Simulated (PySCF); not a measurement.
Species: C10H12O.
Numbering: `[CH3:1][CH2:2][CH2:3][C:4](=[O:5])[c:6]1[cH:7][cH:8][cH:9][cH:10][cH:11]1` (hydrogens: H12, H13, H14 on C1; H15, H16 on C2; H17, H18 on C3; H19 on C7; H20 on C8; H21 on C9; H22 on C10; H23 on C11)

Computed geometry: GFN2-xTB, gas phase.

Question: Give the optimised bond lengths and angles.

Answer: 
```json
{"bond": "C1–C2", "length (Å)": "1.523"}
{"bond": "C2–C3", "length (Å)": "1.526"}
{"bond": "C3–C4", "length (Å)": "1.515"}
{"bond": "C4=O5", "length (Å)": "1.211"}
{"bond": "C4–C6", "length (Å)": "1.489"}
{"bond": "C6–C7, C6–C11", "length (Å)": "1.395"}
{"bond": "C7–C8, C10–C11", "length (Å)": "1.382"}
{"bond": "C8–C9, C9–C10", "length (Å)": "1.386"}
{"bond": "C1–H12, C1–H13, C1–H14", "length (Å)": "1.088"}
{"bond": "C2–H15, C2–H16", "length (Å)": "1.091"}
{"bond": "C3–H17, C3–H18", "length (Å)": "1.093"}
{"bond": "C7–H19, C11–H23", "length (Å)": "1.080"}
{"bond": "C8–H20, C10–H22", "length (Å)": "1.080"}
{"bond": "C9–H21", "length (Å)": "1.080"}
```

Bonds in one row agree within 0.01 Å and their mean is given. A selection of angles:
```json
{"angle": "C1–C2–C3", "degrees": "111.8"}
{"angle": "C2–C3–C4", "degrees": "112.0"}
{"angle": "C3–C4–O5", "degrees": "121.9"}
{"angle": "C3–C4–C6", "degrees": "117.1"}
{"angle": "O5–C4–C6", "degrees": "121.0"}
{"angle": "C4–C6–C7", "degrees": "117.3"}
{"angle": "C4–C6–C11", "degrees": "123.9"}
{"angle": "C7–C6–C11", "degrees": "118.8"}
{"angle": "C6–C7–C8", "degrees": "120.9"}
{"angle": "C7–C8–C9", "degrees": "119.8"}
{"angle": "C8–C9–C10", "degrees": "119.9"}
{"angle": "C6–C11–C10", "degrees": "120.2"}
```

Torsions: C1–C2–C3–C4 180° (antiperiplanar); C2–C3–C4–O5 0° (synperiplanar); C3–C4–C6–C7 180° (antiperiplanar).

The 6-membered ring C6–C7–C8–C9–C10–C11 has internal angles of 118.8° to 120.9° (sum 720°, against 720° for a flat polygon); it is planar, 0.00 Å rms from its mean plane, widest ring torsion 0°. The C–C distances run from 1.381 Å (C7–C8, aromatic) to 1.526 Å (C2–C3, drawn single), a spread of 0.145 Å. The 11 heavy atoms lie in one plane (0.001 Å rms). Of the pairs four or more bonds apart, O5···H19 is among the closest relative to their van der Waals radii: 2.40 Å, 88 % of the sum of Bondi's values.

Point group: Cs (tolerance 0.08 Å). Stationary, but not proved a minimum. The numbers are those of one conformer.
